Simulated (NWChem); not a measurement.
A convergence study on SiH3I (SMILES [SiH3]I)

SiH3I: 5 atoms, total charge 0, spin state singlet. SMILES: `[SiH3]I`. The shape is that of a PBE0-D4/def2-TZVP optimisation.

```
atom    x (Å)    y (Å)    z (Å)
  Si  -0.1656   0.0693  -0.0773
   I   1.9077  -0.9233   0.7378
   H  -1.1444   0.0890   1.0339
   H  -0.6713  -0.7557  -1.1984
   H   0.1235   1.4470  -0.5373
```

Program: NWChem 7.3.0. Method: M06-2X/def2-TZVP (core potential). Swept: integration grid. Watched: the vertical ionisation energy (to the doublet cation). Each run: energy. Hardware: 1 thread of AMD EPYC 9R14 (Zen 4), shared host.

Deviations are taken from the sweep's last point, which isn't the limit.

```
integration grid  value (eV)  from the best (eV)  wall time
    lebedev 20 3      9.1098             -0.7313       50 s
    lebedev 35 6      9.8414             +0.0003    2.1 min
    lebedev 50 8      9.8401             -0.0010       41 s
   lebedev 75 11      9.8408             -0.0003       49 s
   lebedev 99 14      9.8410             -0.0001       58 s
  lebedev 150 18      9.8411              0.0000      2 min
```

(1) For a target of 0.02 eV, where can one stop?

## Answers

(1) lebedev 35 6: it is 0.0003 eV off, though it saves no time worth having here.
